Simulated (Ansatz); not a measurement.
`C1C[SiH2]N1`. The species carries charge 0 and has multiplicity 1.

```xyz
11

C     0.2143   -0.9901   -0.4363
C     0.7300    0.4576   -0.6672
Si   -0.4660    0.9640    0.6963
N    -0.6155   -0.7437    0.7466
H    -0.3597   -1.3528   -1.2979
H     1.0228   -1.7055   -0.2458
H     0.5455    0.8420   -1.6691
H     1.7871    0.5780   -0.4318
H    -1.6645    1.7561    0.2816
H     0.0600    1.6271    1.9246
H    -1.2539   -1.4329    1.0991
```

Q: List the harmonic frequencies (cm⁻¹, unscaled) at PBE0-D4/def2-TZVP in Ansatz. (Estimate.)

A: The calculation gave: 85, 331, 472, 569, 649, 718, 770, 830, 897, 920, 955, 1005, 1045, 1111, 1162, 1220, 1253, 1368, 1445, 1526, 2167, 2192, 3010, 3043, 3107, 3163, 3682.

Q: Is this a minimum?

A: Yes, all 27 modes are real.

Q: Give the ideal-gas thermochemistry at 298.15 K and 1 bar (rigid rotor, harmonic oscillator; point group C1, symmetry number 1).

A: Zero-point energy 231.4 kJ/mol; H(298) − E = 247.3 kJ/mol; entropy 299.0 J/(mol·K), of which translation 162.4, rotation 102.6, vibration 34.0; G(298) − E = 158.2 kJ/mol. Modes under 100 cm⁻¹ are hindered rotations or soft bends, so the harmonic entropy is rough.

Q: Rotational constants (cm⁻¹)?

A: 0.3304, 0.22, 0.1463.
